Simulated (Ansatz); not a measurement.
`CC(C)CCC(C)C` + `[BH2][GeH2][OH]` → `[BH2][GeH2][O]C` + `CCCCC(C)C`  (substitution at a C–C bond)

Calculated with Ansatz (gas phase, PBE0-D4/def2-TZVP geometries, no zero-point term in ΔE). CBS: MP2 limit from def2 TZ/QZ plus the TZ coupled-cluster correction, frozen cores. DFT in def2-TZVPP. B3LYP here is the variant with VWN-RPA as its local correlation; programs differ in this. For Ge outer-core shells are correlated without core-valence functions, which leaves a few kJ/mol of doubt a bond. Scalar relativity is left out up to krypton. One conformer a species, not always the lowest.

```csv
level,ΔE (kJ/mol),difference from CCSD(T)/CBS
PBE-D4,52.2,-7.1
r2SCAN-D4,53.8,-5.5
PBE0-D4,54.8,-4.5
B3LYP-D4,48.9,-10.4
ωB97X-V,52.7,-6.6
ωB97M-V,56.1,-3.2
B2PLYP,50.3,-9.0
PBE,48.4,-10.9
r2SCAN,52.5,-6.8
PBE0,51.5,-7.8
B3LYP,43.3,-16.0
HF/def2-TZVPP,40.6,-18.7
MP2/def2-TZVPP,63.8,4.5
SCS-MP2/def2-TZVPP,56.9,-2.4
CCSD/def2-TZVPP,55.9,-3.4
CCSD(T)/def2-TZVPP,57.5,-1.8
HF/def2-QZVPP,40.5,-18.8
MP2/def2-QZVPP,64.8,5.5
SCS-MP2/def2-QZVPP,58.2,-1.1
HF/CBS(def2),40.5,-18.8
MP2/CBS(def2),65.6,6.3
CCSD/CBS(def2),57.7,-1.6
CCSD(T)/CBS,59.3,0
```

Largest T1 diagnostic among the species: 0.012.

The D4 term adds +5.6 kJ/mol with B3LYP and +3.3 kJ/mol with PBE0; it sums over pairs of atoms, weighted by their polarisabilities, and B3LYP, whose exchange is more repulsive, gets the larger term. In def2-TZVPP, CCSD(T) changes the Hartree–Fock value by +16.9 kJ/mol (the triples alone add +1.6 kJ/mol) and MP2 by +23.2 kJ/mol. From PBE to PBE0 (25 % exact exchange), in def2-TZVPP and without D4, ΔE moves by +3.1 kJ/mol.
